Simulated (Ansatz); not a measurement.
Consider the formal hydrolysis of a Ge–S bond: `C[S][Ge][NH2]` + H₂O → `[NH2][Ge][OH]` + CH₃SH.

Gas-phase electronic energies from Ansatz, PBE0-D4/def2-TZVP geometries. CCSD(T)/CBS is the MP2 limit (def2-TZVPP, def2-QZVPP) plus CCSD(T) − MP2 in def2-TZVPP, frozen cores. This one scheme is used for every species. For Ge outer-core shells are correlated without core-valence functions, which leaves a few kJ/mol of doubt a bond. Scalar relativity is left out up to krypton. Each species was taken in one conformer, which may not be the lowest.

| species | CCSD(T)/CBS(def2) energy (Eh) |
| --- | --- |
| `C[S][Ge][NH2]` | -2569.69196 |
| H₂O | -76.37941 |
| `[NH2][Ge][OH]` | -2207.83457 |
| CH₃SH | -438.22835 |

**Question.** Work out ΔE.

**Answer.** ΔE = (-2207.83457) + (-438.22835) − (-2569.69196) − (-76.37941) = 0.00845 Eh = +0.23 eV.

Largest T1 diagnostic among the species: 0.014.

In def2-TZVPP, CCSD(T) changes the Hartree–Fock value by +0.14 eV (the triples alone add +0.04 eV) and MP2 by +0.19 eV. The D4 term adds +0.09 eV with B3LYP and +0.05 eV with PBE0; it sums over pairs of atoms, weighted by their polarisabilities, and B3LYP, whose exchange is more repulsive, gets the larger term.

B3LYP here is the variant with VWN-RPA as its local correlation; programs differ in this.
